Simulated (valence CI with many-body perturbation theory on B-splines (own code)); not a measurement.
E1 line list for Ru37+

Computed by relativistic CI+MBPT: five valence electrons over a frozen Dirac-Fock core [He], radial functions for each j: 11 s, 11 p, 10 d, 8 f, 5 g, 2 h, with the one-electron correlation potential Σ1 (screened to all orders), the two-electron term Σ2, the three-electron term Σ3, Breit, model QED; selected single and double excitations, second order for the rest, scaled by the run's own slope (own B-spline code, finite nucleus).

The last digits are not significant, and no measured levels were compared; by estimate large intervals hold to a few tenths of a per cent, small ones and those within an open d or f shell to about a per cent. Among the levels kept, up to 11000 cm⁻¹ of a level comes from second order outside the variational space, and about a tenth of that is noise between levels of different J, which matters for small intervals.

Lines 1 to 50 of 571 in falling wavelength, among levels below 3647.3 eV, chosen from the strongest by gf and those to the six lowest levels. Wavelengths and rates use the calculated energies. Electric multipoles are in the length gauge, E1 and E2 with the static RPA response of the core. Weak lines are less certain than strong ones. Lines between different terms over intervals too small for the method are left out, as are lines whose strength nearly cancels. The highest levels of a list are the least certain.

Levels are named by their leading jj configuration (3d3/2^4 stands for four electrons in 3d with j = 3/2), which in mixed levels can hold well under half, so a name can repeat and another be missing. Letters in brackets count levels of one name in rising energy.

| λ vac (Å) | Upper | Lower | A (s⁻¹) | S (a.u.) |
| --- | --- | --- | --- | --- |
| 301.6 | (2s 2p1/2 2p3/2^2 3p1/2) J=7/2 | (2s 2p1/2 2p3/2^2 3s) J=5/2 [b] | 9.21e+08 | 9.98e-02 |
| 285.3 | (2p1/2^2 2p3/2^2 3p1/2) J=5/2 | (2p1/2^2 2p3/2^2 3s) J=3/2 | 1.26e+09 | 8.66e-02 |
| 265.6 | (2s^2 2p1/2 2p3/2 3p1/2) J=5/2 | (2s^2 2p1/2 2p3/2 3s) J=3/2 [b] | 1.39e+09 | 7.70e-02 |
| 259.9 | (2s 2p1/2 2p3/2^2 3p1/2) J=5/2 [c] | (2s 2p1/2 2p3/2^2 3s) J=3/2 [c] | 1.65e+09 | 8.56e-02 |
| 258.2 | (2s 2p1/2 2p3/2^2 3p1/2) J=5/2 [c] | (2s 2p1/2 2p3/2^2 3s) J=5/2 [c] | 1.44e+09 | 7.33e-02 |
| 257.3 | (2p1/2^2 2p3/2^2 3p1/2) J=3/2 | (2p1/2^2 2p3/2^2 3s) J=5/2 | 3.23e+09 | 1.09e-01 |
| 245.4 | (2p1/2^2 2p3/2^2 3p1/2) J=5/2 | (2p1/2^2 2p3/2^2 3s) J=5/2 | 2.48e+09 | 1.09e-01 |
| 242.8 | (2s^2 2p1/2 2p3/2 3p1/2) J=5/2 | (2s^2 2p1/2 2p3/2 3s) J=5/2 | 2.16e+09 | 9.16e-02 |
| 241.1 | (2s 2p1/2 2p3/2^2 3p1/2) J=3/2 [a] | (2s 2p1/2 2p3/2^2 3s) J=5/2 [a] | 3.48e+09 | 9.65e-02 |
| 234.5 | (2s 2p1/2^2 2p3/2 3p1/2) J=3/2 [a] | (2s 2p1/2^2 2p3/2 3s) J=5/2 | 3.90e+09 | 9.94e-02 |
| 232.4 | (2s 2p1/2 2p3/2^2 3p1/2) J=7/2 | (2s 2p1/2 2p3/2^2 3s) J=7/2 | 2.19e+09 | 1.09e-01 |
| 224.5 | (2s 2p1/2^2 2p3/2 3p1/2) J=5/2 | (2s 2p1/2^2 2p3/2 3s) J=5/2 | 3.36e+09 | 1.13e-01 |
| 223.6 | (2s 2p3/2^3 3p1/2) J=5/2 | (2s 2p3/2^3 3s) J=3/2 [a] | 2.42e+09 | 8.01e-02 |
| 217.0 | (2s 2p1/2 2p3/2^2 3d3/2) J=9/2 | (2s 2p1/2 2p3/2^2 3p3/2) J=9/2 | 1.63e+09 | 8.23e-02 |
| 214.5 | (2s^2 2p3/2^2 3p1/2) J=5/2 | (2s^2 2p3/2^2 3s) J=3/2 | 2.86e+09 | 8.36e-02 |
| 207.8 | (2s 2p1/2 2p3/2^2 3p1/2) J=5/2 [a] | (2s 2p1/2 2p3/2^2 3s) J=5/2 [a] | 3.53e+09 | 9.39e-02 |
| 205.8 | (2s^2 2p3/2^2 3p1/2) J=3/2 | (2s^2 2p3/2^2 3s) J=5/2 | 4.98e+09 | 8.58e-02 |
| 205.5 | (2s 2p3/2^3 3p1/2) J=3/2 [b] | (2s 2p3/2^3 3s) J=3/2 [b] | 3.29e+09 | 5.64e-02 |
| 204.4 | (2s 2p1/2 2p3/2^2 3d5/2) J=7/2 [a] | (2s 2p1/2 2p3/2^2 3p3/2) J=7/2 [a] | 1.80e+09 | 6.06e-02 |
| 200.8 | (2s 2p3/2^3 3p1/2) J=3/2 [a] | (2s 2p3/2^3 3s) J=5/2 | 5.52e+09 | 8.82e-02 |
| 196.3 | (2s 2p1/2 2p3/2^2 3d5/2) J=5/2 [c] | (2s 2p1/2 2p3/2^2 3p3/2) J=3/2 [c] | 2.39e+09 | 5.35e-02 |
| 195.9 | (2s 2p1/2^2 2p3/2 3d5/2) J=9/2 | (2s 2p1/2^2 2p3/2 3p3/2) J=7/2 | 7.41e+09 | 2.75e-01 |
| 194.8 | (2s 2p1/2 2p3/2^2 3d5/2) J=5/2 [a] | (2s 2p1/2 2p3/2^2 3p3/2) J=3/2 [a] | 3.10e+09 | 6.80e-02 |
| 194.4 | (2s^2 2p3/2^2 3p1/2) J=5/2 | (2s^2 2p3/2^2 3s) J=5/2 | 3.96e+09 | 8.61e-02 |
| 194.3 | (2s 2p1/2 2p3/2^2 3d5/2) J=11/2 | (2s 2p1/2 2p3/2^2 3p3/2) J=9/2 | 7.54e+09 | 3.28e-01 |
| 194.2 | (2s 2p1/2 2p3/2^2 3d5/2) J=9/2 [a] | (2s 2p1/2 2p3/2^2 3p3/2) J=7/2 [a] | 7.04e+09 | 2.55e-01 |
| 194.0 | (2s^2 2p3/2^2 3d5/2) J=5/2 [a] | (2s^2 2p3/2^2 3p3/2) J=3/2 [a] | 4.18e+09 | 9.03e-02 |
| 191.9 | (2s 2p3/2^3 3p1/2) J=5/2 | (2s 2p3/2^3 3s) J=5/2 | 3.63e+09 | 7.60e-02 |
| 191.4 | (2s 2p1/2 2p3/2^2 3d5/2) J=5/2 [e] | (2s 2p1/2 2p3/2^2 3p3/2) J=3/2 [d] | 2.82e+09 | 5.86e-02 |
| 190.5 | (2s 2p1/2 2p3/2^2 3d3/2) J=7/2 [c] | (2s 2p1/2 2p3/2^2 3p3/2) J=5/2 [c] | 2.91e+09 | 7.96e-02 |
| 189.7 | (2s 2p1/2 2p3/2^2 3d5/2) J=7/2 [d] | (2s 2p1/2 2p3/2^2 3p3/2) J=5/2 [d] | 5.56e+09 | 1.50e-01 |
| 189.2 | (2s 2p1/2 2p3/2^2 3d5/2) J=7/2 [b] | (2s 2p1/2 2p3/2^2 3p3/2) J=5/2 [b] | 4.19e+09 | 1.12e-01 |
| 188.6 | (2s 2p1/2 2p3/2^2 3d5/2) J=7/2 [e] | (2s 2p1/2 2p3/2^2 3p3/2) J=5/2 [e] | 6.52e+09 | 1.73e-01 |
| 188.1 | (2s^2 2p3/2^2 3d5/2) J=7/2 | (2s^2 2p3/2^2 3p3/2) J=7/2 | 2.23e+09 | 5.86e-02 |
| 188.0 | (2s^2 2p1/2 2p3/2 3d5/2) J=5/2 [a] | (2s^2 2p1/2 2p3/2 3p3/2) J=3/2 [a] | 2.60e+09 | 5.12e-02 |
| 186.7 | (2s 2p1/2 2p3/2^2 3d5/2) J=9/2 [b] | (2s 2p1/2 2p3/2^2 3p3/2) J=7/2 [b] | 6.53e+09 | 2.10e-01 |
| 186.5 | (2s^2 2p3/2^2 3d5/2) J=7/2 | (2s^2 2p3/2^2 3p3/2) J=5/2 | 4.74e+09 | 1.21e-01 |
| 184.9 | (2s 2p1/2^2 2p3/2 3d5/2) J=3/2 [b] | (2s 2p1/2^2 2p3/2 3p3/2) J=1/2 [b] | 5.51e+09 | 6.87e-02 |
| 184.5 | (2s^2 2p1/2 2p3/2 3d5/2) J=9/2 | (2s^2 2p1/2 2p3/2 3p3/2) J=7/2 | 8.15e+09 | 2.52e-01 |
| 184.2 | (2s 2p1/2 2p3/2^2 3d5/2) J=9/2 [c] | (2s 2p1/2 2p3/2^2 3p3/2) J=7/2 [c] | 8.61e+09 | 2.65e-01 |
| 184.0 | (2s 2p1/2 2p3/2^2 3d5/2) J=3/2 [a] | (2s 2p1/2 2p3/2^2 3p3/2) J=3/2 [a] | 4.07e+09 | 5.01e-02 |
| 184.0 | (2s^2 2p1/2 2p3/2 3d5/2) J=7/2 [a] | (2s^2 2p1/2 2p3/2 3p3/2) J=5/2 [a] | 6.83e+09 | 1.68e-01 |
| 183.8 | (2s 2p1/2^2 2p3/2 3d5/2) J=7/2 [b] | (2s 2p1/2^2 2p3/2 3p3/2) J=5/2 [b] | 8.76e+09 | 2.15e-01 |
| 183.6 | (2s^2 2p3/2^2 3d5/2) J=5/2 [b] | (2s^2 2p3/2^2 3p3/2) J=3/2 [b] | 4.25e+09 | 7.78e-02 |
| 183.4 | (2s 2p1/2 2p3/2^2 3d5/2) J=5/2 [g] | (2s 2p1/2 2p3/2^2 3p3/2) J=3/2 [e] | 5.88e+09 | 1.07e-01 |
| 182.5 | (2s^2 2p3/2^2 3d5/2) J=9/2 | (2s^2 2p3/2^2 3p3/2) J=7/2 | 8.11e+09 | 2.43e-01 |
| 182.1 | (2s 2p1/2 2p3/2^2 3d5/2) J=5/2 [b] | (2s 2p1/2 2p3/2^2 3p3/2) J=5/2 [b] | 3.91e+09 | 6.99e-02 |
| 182.0 | (2s 2p1/2 2p3/2^2 3d5/2) J=5/2 [d] | (2s 2p1/2 2p3/2^2 3p3/2) J=3/2 [c] | 4.50e+09 | 8.03e-02 |
| 182.0 | (2s 2p1/2^2 2p3/2 3d5/2) J=5/2 [b] | (2s 2p1/2^2 2p3/2 3p3/2) J=3/2 [b] | 7.36e+09 | 1.31e-01 |
| 181.9 | (2s 2p1/2 2p3/2^2 3d5/2) J=5/2 [h] | (2s 2p1/2 2p3/2^2 3p3/2) J=3/2 [f] | 6.56e+09 | 1.17e-01 |
